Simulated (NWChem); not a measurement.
System: Si2NH6OCl; SMILES N[Si@](O)([SiH3])Cl

```xyz
11

N     -1.3812    -0.5908    -1.3094
Si    -0.3981    -0.1049     0.0146
O     -1.2922    -0.0590     1.4090
Si     0.6767     1.9658    -0.0921
Cl     1.0809    -1.5720     0.0889
H     -2.1471    -0.0109    -1.6341
H     -0.9949    -1.1624    -2.0515
H     -1.8730    -0.8163     1.5488
H     -0.3243     3.0695    -0.2397
H      1.5741     1.9851    -1.2889
H      1.4965     2.2128     1.1323
```
Atoms are numbered in this order, from 1.

Results from NWChem. The geometry was optimised at PBE0/def2-SVP. Hybrids' shares of exact exchange are those that their runs print; pure functionals count as 0. The functionals differ in more than this share.

```csv
row,share of exact exchange,highest occupied level (eV)
PBE/def2-TZVP,0.00,-6.32
TPSSh/def2-TZVP,0.10,-6.92
B3LYP/def2-TZVP,0.20,withheld
PBE0/def2-TZVP,0.25,-7.62
```

Problem. Fit a straight line of the last column on the one before it, predict the withheld value, and compare with the run.

Solution. 
1. Means of the 3 shown rows: x = 0.117, y = -6.953. Slope Σ(x − x̄)(y − ȳ)/Σ(x − x̄)² = -0.1633/0.03167 = -5.158; intercept -6.352.
2. The shown rows scatter about the line by 0.037 (root mean square); the largest residual is -0.05, at TPSSh/def2-TZVP.
3. At x = 0.20 (B3LYP/def2-TZVP; inside the shown range) the line gives -7.38.
4. The run gives -7.41, -0.03 from the line, 0.8 times the scatter.
